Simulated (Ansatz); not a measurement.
**InH2F (SMILES [H][In]([H])[F]): the energy, rung by rung**

InH2F: 4 atoms, total charge 0, spin state singlet. As SMILES, `[H][In]([H])[F]`. Geometry: a GFN2-xTB relaxation, a rough one for these elements and not checked as a minimum.

```xyz
4

In    0.0692    0.1173   -0.0002
H     1.7512   -0.0738    0.0136
H    -0.8914    1.5093   -0.0189
F    -0.9289   -1.5529    0.0055
```

Each level gives the energy change with the In1–H3 bond stretched from 1.691 to 3.383 Å (eV). The values are calculated.

```
                        level                    kind  program  value (eV)  less FCI/STO-3G
       HF/STO-3G (restricted)            Hartree–Fock   Ansatz        7.35            +3.19
     BLYP/STO-3G (restricted)                     GGA   Ansatz        5.06            +0.90
   revPBE/STO-3G (restricted)                     GGA   Ansatz        5.04            +0.88
   r2SCAN/STO-3G (restricted)                meta-GGA   Ansatz        5.50            +1.34
    B3LYP/STO-3G (restricted)           global hybrid   Ansatz        5.63            +1.47
CAM-B3LYP/STO-3G (restricted)  range-separated hybrid   Ansatz        6.24            +2.08
   B2PLYP/STO-3G (restricted)           double hybrid   Ansatz        5.60            +1.44
    CCSDT/STO-3G (restricted)   coupled cluster or CI   Ansatz        4.19            +0.03
                   FCI/STO-3G      exact in the basis   Ansatz        4.16             0.00
```

FCI/STO-3G is exact within its basis and frozen core, so for wave-function methods in that basis the difference is their error; functionals converge differently with the basis, so for them it is only a difference. Spin-restricted single references rise too steeply as a bond breaks, Hartree–Fock most of all. Perturbation and coupled-cluster corrections on them can overshoot downwards. All-electron rows without a relativistic Hamiltonian named are non-relativistic. The first shape isn't each level's own minimum. The values span 4.16 to 7.35 eV. All rows use very small basis sets, so even the best lies far from the true value. In the correlated wave-function rows the outer d shell of In is correlated, in sets not made for it.
